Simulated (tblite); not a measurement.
C₄H₅BrFGe (doublet state).
Bonds: F1–C2, C2–C3 (double), C3–C4, C4–Ge5, Ge5–C6, C6–Br7, C2–C6. Hydrogens: H8 on C3; H9, H10 on C4; H11, H12 on Ge5.
Bond orders are those of one Lewis drawing.

Computed with GFN2-xTB (tblite), gas phase: L-BFGS steps from a force-field or distance-geometry start until the largest atomic force falls under 0.01 eV/Å.

Geometry at step 32:
```
atom  x, y, z in Å
F1      0.3100   -2.6652   -0.4066
C2      0.1464   -1.3517   -0.1600
C3     -1.0578   -0.7394   -0.4081
C4     -1.1836    0.6720    0.0578
Ge5     0.7168    1.2597    0.0905
C6      1.2040   -0.5873    0.3352
Br7     2.8660   -1.2739    0.8827
H8     -1.8970   -1.2521   -0.8580
H9     -1.8753    1.2312   -0.5653
H10    -1.5460    0.7223    1.0955
H11     1.1712    1.7677   -1.2484
H12     1.1463    2.2160    1.1588
```

Question: What forces act on the atoms?

Answer: 
```csv
atom,Fx (eV/Å),Fy (eV/Å),Fz (eV/Å)
F1,-0.095,0.000,0.028
C2,0.070,-0.082,0.017
C3,0.026,-0.043,0.259
C4,0.053,-0.004,-0.087
Ge5,-0.164,0.290,0.042
C6,0.065,-0.105,-0.078
Br7,-0.175,-0.069,-0.112
H8,0.200,-0.009,0.092
H9,-0.052,0.072,0.017
H10,-0.072,-0.116,-0.198
H11,0.100,0.066,-0.042
H12,0.044,0.001,0.062
```

The largest, 0.34 eV/Å, acts on Ge5; the rms over all components is 0.108 eV/Å. The forces sum to zero within rounding, as they must for an isolated molecule in no field.

Question: Give the force on Ge5 in Eh/bohr and in nN.

Answer: 0.336 eV/Å ÷ 51.422 = 0.00653 Eh/bohr, and 0.336 eV/Å × 1.602 = 0.54 nN.

Question: How far is this geometry from the end of the optimisation?

Answer: 0.113 eV above it, and 0.393 Å rms away after alignment. The bonds farthest from their final lengths, with half the difference of the two atoms' forces along the bond (positive lengthens):

```
   bond  now (Å)  final (Å)  force along bond (eV/Å)
 Ge5–C6    1.926      1.937                    +0.21
 C6–Br7    1.880      1.870                    -0.12
 C4–H10    1.100      1.093                    -0.03
  C2=C3    1.374      1.367                    +0.01
  C4–H9    1.086      1.093                    +0.02
Ge5–H12    1.497      1.503                    -0.06
```

The angle farthest from its final value is Ge5–C4–H10, 106.6° against 112.9°.

Of the 2 listed bonds off by 0.010 Å or more, this force points towards the final length in 2.

The cost below is that of the whole relaxation. The run took 0.41 s on one thread, Arm Neoverse V2 (aarch64), shared host with 96 logical CPUs at a one-minute load of 29.
